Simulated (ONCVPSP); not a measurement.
## Varying the ONCV potential for Xe (Z = 54)

Base potential:

* Element: xenon (Xe)
* Generator: ONCVPSP 4.0.1
* Type: optimised norm-conserving Vanderbilt (ONCV)
* Functional: PBE
* Relativity: fully relativistic
* Frozen core: [Ar] 3d10
* Valence charge: 26
* Reference configuration: 4s2 4p6 4d10 5s2 5p6
* Partial waves: 4s+5s: rc 1.10 bohr, ncon 4, nbas 8, qcut 14 1/bohr, 2 projectors; 4p+5p: rc 1.40 bohr, ncon 5, nbas 9, qcut 9.5 1/bohr, 2 projectors; 4d: rc 1.15 bohr, ncon 3, nbas 8, qcut 11.1 1/bohr, 1 projector
* Local potential: polynomial inside 0.70 bohr (lpopt 5, dvloc0 1 Ha)
* Core correction: Teter function fitted to the true core (icmod 2), fcfact 0.3

Open shells are filled in proportion to 2j + 1.

All-electron outer shells of the reference configuration (PBE, scalar-relativistic, ld1.x):

```tsv
shell	level (eV)	outermost node (bohr)	outermost maximum (bohr)
3p	-916.71	0.12	0.27
3d	-653.61	–	0.23
4s	-197.46	0.36	0.66
4p	-141.27	0.36	0.69
4d	-59.38	0.34	0.75
5s	-19.74	0.85	1.63
5p	-8.23	0.92	1.91
```

Cutoffs, loose and tight: the cutoffs (Ha) at which the residual kinetic energy of the hardest occupied pseudo-wave falls to 1 and 0.1 mHa per electron. They do not see the model core or the augmentation charge, which bear on the density cutoff. Test errors are all-electron minus pseudo excitation energies from the reference, over the configurations 4s2 4p6 4d10 5s2 5p5; 4s2 4p6 4d10 5s2 5p4; 4s2 4p6 4d10 5s2 5p3; 4s2 4p6 4d9 5s2 5p6. A dash means not determined; rows that change the core or the reference have their own tests.

| change | outcome | cutoff, loose | cutoff, tight | bound ghosts | GHOST(+) flags above zero | largest test error (meV) |
| --- | --- | --- | --- | --- | --- | --- |
| base | generated | 63 Ha | 73 Ha | none | s | +39 |
| d: rc 0.8 | generated | 63 Ha | 174 Ha | none | s | +29 |
| d: rc 0.9 | generated | 63 Ha | 104 Ha | none | s | +29 |
| d: rc 1.08 | generated | 63 Ha | 73 Ha | none | s | +39 |
| d: rc 1.14 | generated | 63 Ha | 73 Ha | none | s | +39 |
| d: rc 1.28 | generated | 63 Ha | 73 Ha | none | s | +55 |
| d: rc 1.4 | generated | 63 Ha | 73 Ha | none | s | +75 |
| d: rc 1.54 | generated | 63 Ha | 73 Ha | none | s | +107 |
| d: rc 1.66 | generated | 63 Ha | 73 Ha | none | s | +141 |

Reading the sweep of the d radius (base included, trends over the rows without a ghost): The loose cutoff stays near 63 Ha. The median size of the test errors (rows with all tests solved) stays near 0.5 meV.
